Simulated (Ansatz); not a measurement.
`CBCO` + H–F → `CBCF` + H₂O  (substitution at a C–O bond)

Program: Ansatz. Geometries: PBE0-D4/def2-TZVP. ΔE: electronic, gas phase. CCSD(T)/CBS is the MP2 limit (def2-TZVPP, def2-QZVPP) plus CCSD(T) − MP2 in def2-TZVPP, frozen cores. This one scheme is used for every species. DFT in def2-TZVPP. B3LYP here is the variant with VWN-RPA as its local correlation; programs differ in this. HSE06 is defined as in plane-wave codes. One conformer a species, not always the lowest.

```
             level  ΔE (kcal/mol)  difference from CCSD(T)/CBS
       LDA (SPW92)            0.2                          0.8
            PBE-D4           -1.0                         -0.4
         revPBE-D4           -0.7                         -0.1
           BLYP-D4           -2.2                         -1.6
         r2SCAN-D4           -1.8                         -1.2
            B97M-V           -2.2                         -1.6
           PBE0-D4           -0.8                         -0.2
          B3LYP-D4           -2.0                         -1.4
        r2SCANh-D4           -1.6                         -1.0
        r2SCAN0-D4           -1.3                         -0.7
          HSE06-D4           -0.8                         -0.2
          BHLYP-D4           -2.2                         -1.6
           ωB97X-V           -1.8                         -1.2
           ωB97M-V           -1.6                         -1.0
            B2PLYP           -1.8                         -1.2
          PBE-QIDH           -0.5                          0.1
            revPBE           -1.9                         -1.3
            r2SCAN           -1.9                         -1.3
              PBE0           -1.1                         -0.5
             B3LYP           -2.6                         -2.0
           r2SCAN0           -1.4                         -0.8
             HSE06           -1.1                         -0.5
             BHLYP           -2.6                         -2.0
         CAM-B3LYP           -2.5                         -1.9
           LC-ωPBE           -1.4                         -0.8
RPA@PBE/def2-TZVPP           -1.3                         -0.7
       HF/def2-SVP           -3.6                         -3.0
      MP2/def2-SVP           -0.6                          0.0
     CCSD/def2-SVP           -1.5                         -0.9
  CCSD(T)/def2-SVP           -1.3                         -0.7
    MP2/def2-TZVPP            0.1                          0.7
SCS-MP2/def2-TZVPP           -0.9                         -0.3
   CCSD/def2-TZVPP           -1.0                         -0.4
CCSD(T)/def2-TZVPP           -0.7                         -0.1
     HF/def2-QZVPP           -3.6                         -3.0
    MP2/def2-QZVPP            0.2                          0.8
SCS-MP2/def2-QZVPP           -0.8                         -0.2
      HF/CBS(def2)           -3.6                         -3.0
     MP2/CBS(def2)            0.2                          0.8
    CCSD/CBS(def2)           -1.0                         -0.4
       CCSD(T)/CBS           -0.6                            0
```

Largest T1 diagnostic among the species: 0.010.

Leaving LDA and LC-ωPBE aside and taking each functional with its dispersion term where it has one, the values spread over 1.7 kcal/mol, from B97M-V to PBE-QIDH. LDA lies +1.6 kcal/mol from PBE without D4. In def2-TZVPP, CCSD(T) changes the Hartree–Fock value by +2.9 kcal/mol (the triples alone add +0.3 kcal/mol) and MP2 by +3.7 kcal/mol.
